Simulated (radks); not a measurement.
Initial-state core-level shifts of neutral nickel when its valence configuration changes from [Ar] 3d8 4s2. All-electron calculation, non-relativistic Kohn-Sham, PBEsol, spin-unpolarised, spherical densities, point nucleus. Program: a radial shooting solver on a logarithmic mesh with Libxc functionals. Shifts are changes of the shell-averaged eigenvalues in eV (positive: less bound); the change of the density at the nucleus, which sets a Mossbauer isomer shift, is in e/bohr^3, on a base of 1.493e+04.

\begin{tabular}{lrrrrr}
valence & 1s & 2p & 3s & 3p & density at nucleus \\ \hline
3d7.5 4s2 4p0.5 & -4.197 & -4.502 & -4.104 & -4.028 & +2.283 \\
3d9 4s1 & +5.191 & +5.714 & +5.221 & +5.102 & -7.343 \\
3d7 4s2 4p1 & -8.645 & -9.323 & -8.359 & -8.194 & +4.800 \\
3d10 & +8.514 & +9.370 & +8.725 & +8.531 & -12.259 \\
3d6 4s2 4p2 & -18.321 & -19.933 & -17.304 & -16.939 & +10.510 \\
3d8 4s1 4p1 & -1.916 & -1.822 & -1.919 & -1.922 & -5.030 \\
3d5.5 4s2 4p2.5 & -23.535 & -25.700 & -21.962 & -21.491 & +13.677 \\
3d8.5 4s1 4p0.5 & +1.790 & +2.135 & +1.772 & +1.702 & -6.302 \\
3d8 4s1.5 4p0.5 & -1.004 & -0.957 & -1.005 & -1.007 & -2.393 \\
\end{tabular}
